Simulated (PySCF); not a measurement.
**Polarisability and C₆ of Sb⁻ (antimony, charge -1)**

[Kr] 4d10 5s2 5p4, high-spin 3P determinant. All numbers are calculated (PySCF 2.14, the spin-free X2C one-electron Hamiltonian (Gaussian nucleus), in aug-cc-pwCVTZ-DK3). Coupled (time-dependent) response in atomic units; α is the mean over directions.

```
method  mean α (bohr³)         α xx, yy, zz  C₆ (like pair)  S(−4)
   UHF           109.9  90.73, 148.2, 90.73            1779   4598
```

S(−4) is the Cauchy moment in α(ω) = α(0) + S(−4) ω² + …

Spin-orbit coupling is absent.

α(iu) at UHF:

| u (hartree) | α(iu) (bohr³) |
| --- | --- |
| 0 | 109.9 |
| 0.0500 | 100.3 |
| 0.100 | 82.60 |
| 0.200 | 53.25 |
| 0.300 | 35.49 |
| 0.500 | 18.58 |
| 0.750 | 10.43 |
| 1.00 | 6.856 |
| 1.50 | 3.835 |
| 2.00 | 2.561 |
| 3.00 | 1.441 |
| 5.00 | 0.6616 |

A single London oscillator, α(iu) = α/(1 + u²/ω²), gives C₆ = (3/4) ω α². Matching the computed C₆ needs ω = 4 × 1779 / (3 × 109.9²) = 0.196 hartree.

For an ion, C₆ is the dispersion term alone; charge-induced terms of lower order in 1/R come first.

The components differ because the open shell of this determinant is not spherical; for a pure term their mean is the scalar polarisability.
